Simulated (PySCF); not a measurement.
C$_{2}$H$_{6}$GeO$_{2}$ (SMILES C=[CH][GeH]([OH])[OH]), singlet, at a GFN2-xTB geometry; PySCF with DF-PBE0/6-31G.

The PySCF input:
```python
from pyscf import gto, scf, dft

mol = gto.Mole()
mol.atom = '''
    Ge    0.478940   -0.124714    0.001822
    O     0.375729   -0.771242    1.638977
    O     0.572937    1.579245    0.302421
    C    -1.107228   -0.553725   -1.077080
    C    -2.128641    0.270689   -1.223889
    H     1.788879   -0.603054   -0.602348
    H     0.242531   -1.709890    1.735867
    H     0.711883    1.792363    1.223699
    H    -1.117888   -1.518178   -1.567990
    H    -2.994853    0.022849   -1.819607
    H    -2.130727    1.240942   -0.753294
'''
mol.basis = '6-31g'
mol.charge = 0
mol.spin = 0
mol.verbose = 4
mol.max_memory = 1800
mol.build()

mf = dft.RKS(mol)
mf.xc = 'pbe0'
mf = mf.density_fit(auxbasis='def2-universal-jkfit')
mf.kernel()
```

It wrote (shortened):

```
PySCF version 2.14.0

[INPUT] verbose = 4
[INPUT] num. atoms = 11
[INPUT] num. electrons = 66
[INPUT] charge = 0
[INPUT] spin (= nelec alpha-beta = 2S) = 0
[INPUT] symmetry False subgroup None
[INPUT] Mole.unit = angstrom
[INPUT] Symbol           X                Y                Z      unit          X                Y                Z       unit  Magmom
[INPUT]  1 Ge     0.478940000000  -0.124714000000   0.001822000000 AA    0.905065430099  -0.235675303899   0.003443080999 Bohr   0.0
[INPUT]  2 O      0.375729000000  -0.771242000000   1.638977000000 AA    0.710024907057  -1.457436155762   3.097217654461 Bohr   0.0
[INPUT]  3 O      0.572937000000   1.579245000000   0.302421000000 AA    1.082694016630   2.984340533589   0.571492864317 Bohr   0.0
[INPUT]  4 C     -1.107228000000  -0.553725000000  -1.077080000000 AA   -2.092357677450  -1.046388598325  -2.035386214247 Bohr   0.0
[INPUT]  5 C     -2.128641000000   0.270689000000  -1.223889000000 AA   -4.022548507520   0.511528074932  -2.312815016868 Bohr   0.0
[INPUT]  6 H      1.788879000000  -0.603054000000  -0.602348000000 AA    3.380491379986  -1.139606898323  -1.138272751680 Bohr   0.0
[INPUT]  7 H      0.242531000000  -1.709890000000   1.735867000000 AA    0.458317166717  -3.231223803133   3.280313218670 Bohr   0.0
[INPUT]  8 H      0.711883000000   1.792363000000   1.223699000000 AA    1.345263902734   3.387075185804   2.312455968904 Bohr   0.0
[INPUT]  9 H     -1.117888000000  -1.518178000000  -1.567990000000 AA   -2.112502157938  -2.868940628340  -2.963071666057 Bohr   0.0
[INPUT] 10 H     -2.994853000000   0.022849000000  -1.819607000000 AA   -5.659451953332   0.043178352220  -3.438558884341 Bohr   0.0
[INPUT] 11 H     -2.130727000000   1.240942000000  -0.753294000000 AA   -4.026490476216   2.345040516470  -1.423519351278 Bohr   0.0

nuclear repulsion = 383.345609946578
number of shells = 43
number of NR pGTOs = 202
number of NR cGTOs = 75
basis = 6-31g
ecp = {}

******** <class 'pyscf.df.df_jk.DFRKS'> ********
method = DFRKS
initial guess = minao
damping factor = 0
level_shift factor = 0
DIIS = <class 'pyscf.scf.diis.CDIIS'>
diis_start_cycle = 1
diis_space = 8
diis_damp = 0
SCF conv_tol = 1e-09
SCF conv_tol_grad = None
SCF max_cycles = 50
direct_scf = False
XC library pyscf.dft.libxc version 7.1.2
    S. Lehtola, C. Steigemann, M. J. T. Oliveira, and M. A. L. Marques,  SoftwareX 7, 1–5 (2018)
XC functionals = pbe0
    C. Adamo and V. Barone,  J. Chem. Phys. 110, 6158 (1999)
    M. Ernzerhof and G. E. Scuseria,  J. Chem. Phys. 110, 5029 (1999)
radial grids:
    Treutler-Ahlrichs [JCP 102, 346 (1995); DOI:10.1063/1.469408] (M4) radial grids

becke partition: Becke, JCP 88, 2547 (1988); DOI:10.1063/1.454033
pruning grids: <function nwchem_prune>
grids dens level: 3
symmetrized grids: False
atomic radii adjust function: <function treutler_atomic_radii_adjust>
small_rho_cutoff = 0
Set gradient conv threshold to 3.16228e-05
Initial guess from minao.
tot grids = 135888
******** <class 'pyscf.df.df.DF'> ********
auxbasis = def2-universal-jkfit
init E= -2306.18849973612
  HOMO = -0.32825842426029  LUMO = -0.0890429314850438  gap/eV = 6.50939
cycle= 1 E= -2306.14695857021  delta_E= 0.0415  |g|= 0.985  |ddm|= 3.12
  HOMO = -0.138238037871846  LUMO = 0.0196261685250705  gap/eV = 4.29570
cycle= 2 E= -2305.86471031818  delta_E= 0.282  |g|= 1.55  |ddm|= 2.23
  HOMO = -0.282098717152537  LUMO = -0.00550478210591976  gap/eV = 7.52650
cycle= 3 E= -2306.33992729113  delta_E= -0.475  |g|= 0.0981  |ddm|= 1.49
  HOMO = -0.29372319337276  LUMO = -0.0195910441906837  gap/eV = 7.45952
cycle= 4 E= -2306.34183856734  delta_E= -0.00191  |g|= 0.0544  |ddm|= 0.161
  HOMO = -0.291088333542288  LUMO = -0.0150360615566703  gap/eV = 7.51176
cycle= 5 E= -2306.34258412011  delta_E= -0.000746  |g|= 0.0161  |ddm|= 0.0589
  HOMO = -0.291287848256387  LUMO = -0.0138801571738978  gap/eV = 7.54865
cycle= 6 E= -2306.3426480578  delta_E= -6.39e-05  |g|= 0.00283  |ddm|= 0.0152
  HOMO = -0.291172739485289  LUMO = -0.0139631657172656  gap/eV = 7.54326
cycle= 7 E= -2306.34265032356  delta_E= -2.27e-06  |g|= 0.000751  |ddm|= 0.00368
  HOMO = -0.291219386905668  LUMO = -0.0139443433351483  gap/eV = 7.54504
cycle= 8 E= -2306.34265040449  delta_E= -8.09e-08  |g|= 0.000277  |ddm|= 0.000766
  HOMO = -0.29122847088309  LUMO = -0.0139375321557065  gap/eV = 7.54547
cycle= 9 E= -2306.34265041946  delta_E= -1.5e-08  |g|= 0.000104  |ddm|= 0.000313
  HOMO = -0.291229678538084  LUMO = -0.0139389420007747  gap/eV = 7.54547
cycle= 10 E= -2306.34265042125  delta_E= -1.8e-09  |g|= 1.03e-05  |ddm|= 8.25e-05
  HOMO = -0.291228846418664  LUMO = -0.0139400611016747  gap/eV = 7.54541
cycle= 11 E= -2306.3426504213  delta_E= -4.87e-11  |g|= 1.11e-06  |ddm|= 1.59e-05
  HOMO = -0.291228734381184  LUMO = -0.013939996467589  gap/eV = 7.54541
Extra cycle  E= -2306.34265042131  delta_E= -3.18e-12  |g|= 1.29e-06  |ddm|= 3.09e-06
converged SCF energy = -2306.34265042131
```
